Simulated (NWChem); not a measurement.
# CH2BrF; SMILES FCBr

Program: NWChem. Pople sets run with spherical d functions. Coordinates come from a B3LYP/6-31G* (spherical d) optimisation. Ions are spin-unrestricted doublets at the neutral geometry; other ion states weren't tried. Functional: LC-ωPBE (HJS hole) with 6-31G*; rows give the range parameter ω in 1/bohr.

```
range parameter (1/bohr)  vertical ionisation energy, ΔSCF (eV)  −ε(HOMO) (eV)  ΔSCF minus −ε(HOMO) (eV)
------------------------  -------------------------------------  -------------  ------------------------
0.05                                                          ?              ?                         ?
0.15                                                      10.67           8.92                      1.75
0.20                                                      10.75           9.48                      1.27
0.30                                                      10.90          10.38                      0.52
0.40                                                      11.00          11.00                      0.00
```

Complete the blanks.


- 0.05, vertical ionisation energy, ΔSCF (eV): 10.57
- 0.05, −ε(HOMO) (eV): 7.53
- 0.05, ΔSCF minus −ε(HOMO) (eV): 3.04
